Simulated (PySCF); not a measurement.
H₄O₄Ta, SMILES [OH][Ta]([OH])([OH])[OH] (connectivity only; charge and spin as stated), neutral, multiplicity 2.

The structure is a stationary point at PBE-D3(BJ)/def2-SVP. The multiplicity is an assumed one; other spin states were not compared. The def2 effective core potentials stand for the cores of Ta; spin–orbit coupling is left out. Other conformers were not sampled.

All values below come from PBE-D3(BJ)/def2-SVP run with PySCF.

Frequencies are harmonic and unscaled.

| mode | ν (cm⁻¹) | IR (km/mol) | moving atoms (share of kinetic energy) |
|---|---|---|---|
| 1 | 83 | 186.3 | H 77 %, O 18 % |
| 2 | 116 | 46.9 | H 59 %, O 41 % |
| 3 | 126 | 28.6 | O 47 %, H 44 %, Ta 9 % |
| 4 | 157 | 40.0 | O 53 %, H 41 % |
| 5 | 174 | 82.9 | H 50 %, O 37 %, Ta 13 % |
| 6 | 190 | 30.6 | O 50 %, H 45 % |
| 7 | 237 | 14.2 | O 55 %, H 38 % |
| 8 | 255 | 0.2 | O 87 %, H 13 % |
| 9 | 340 | 75.5 | H 62 %, O 37 % |
| 10 | 474 | 24.0 | H 65 %, O 35 % |
| 11 | 484 | 292.0 | H 79 %, O 21 % |
| 12 | 486 | 299.4 | H 80 %, O 20 % |
| 13 | 528 | 14.1 | H 73 %, O 27 % |
| 14 | 662 | 66.5 | O 75 %, H 15 %, Ta 11 % |
| 15 | 672 | 103.3 | O 70 %, H 16 %, Ta 14 % |
| 16 | 687 | 68.3 | O 72 %, H 18 %, Ta 9 % |
| 17 | 698 | 0.2 | O 89 %, H 11 % |
| 18 | 3803 | 184.2 | H 94 % |
| 19 | 3807 | 193.3 | H 94 % |
| 20 | 3814 | 321.1 | H 94 % |
| 21 | 3817 | 16.1 | H 94 % |
